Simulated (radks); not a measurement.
Values are calculated unless marked as measured or tabulated.
Kinetic energies: the exact non-interacting value of the Kohn-Sham orbitals and orbital-free approximations, in hartree. Species: Ca8+ [Ne] 3s2; Mo [Kr] 4d5 5s1; Ti18+ [He] 2s2; Ca [Ar] 4s2; Be2+ [He]. Level of theory: non-relativistic Kohn-Sham, PBE, spin-polarised, spherical densities, point nucleus (a radial shooting solver on a logarithmic mesh with Libxc functionals). Every spin shell is full or empty, so the densities are truly spherical. Functionals are evaluated on that one density, not self-consistently.

| functional | Ca8+ | Mo | Ti18+ | Ca | Be2+ |
|---|---|---|---|---|---|
| exact | 654.764 | 3975.27 | 571.095 | 676.672 | 13.5758 |
| Thomas-Fermi | 608.63 | 3753.8 | 507.57 | 629.68 | 12.295 |
| von Weizsacker | 387.55 | 1750.8 | 496.72 | 383.41 | 13.576 |
| TF + vW/5 | 686.14 | 4104.0 | 606.92 | 706.36 | 15.011 |
| APBEK | 657.02 | 3981.0 | 563.30 | 678.04 | 13.731 |
| Perdew 92 | 651.78 | 3948.7 | 562.87 | 672.37 | 13.807 |
| Thakkar | 654.61 | 3955.4 | 564.02 | 675.28 | 13.781 |
| DePristo-Kress | 655.61 | 3973.0 | 556.46 | 676.74 | 13.803 |
| Ernzerhof | 655.73 | 3960.7 | 573.68 | 675.80 | 14.296 |
